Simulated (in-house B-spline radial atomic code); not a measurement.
# Si IV (Si3+): [Ne] 3s1

Computed with a B-spline radial code for spherical atoms: Dirac-Kohn-Sham BLYP, spherical fractional occupations, Fermi nucleus of rms radius 3.1224 fm.

Z_r = [3n² - l(l+1)]/(2<r>); Z_e = n√(-2ε); the last column is Slater's effective charge. Values are occupation-weighted means over j.

```tsv
shell	electrons	ε (eV)	<r> (bohr)	Z_r	Z_e	Slater
1s	2	-1824.8	0.1113	13.48	11.58	13.70
2s	2	-175.7	0.5664	10.59	7.19	9.85
2p	6	-132.04	0.5341	9.36	6.23	9.85
3s	1	-39.629	1.843	7.33	5.12	5.20
```

The least bound orbital is 3s1/2 at -39.63 eV, and it is also the most diffuse (<r> = 1.843 bohr).

Spin-orbit splittings of the orbital energies (j = l + 1/2 above j = l - 1/2 when positive): 2p 0.6562 eV.

For the 1s electron the small component carries 0.246 % of the norm, the zero-frequency Breit interaction raises the level by 1.124 eV, self-energy by 0.48 eV, and vacuum polarisation lowers it by 0.0298 eV.
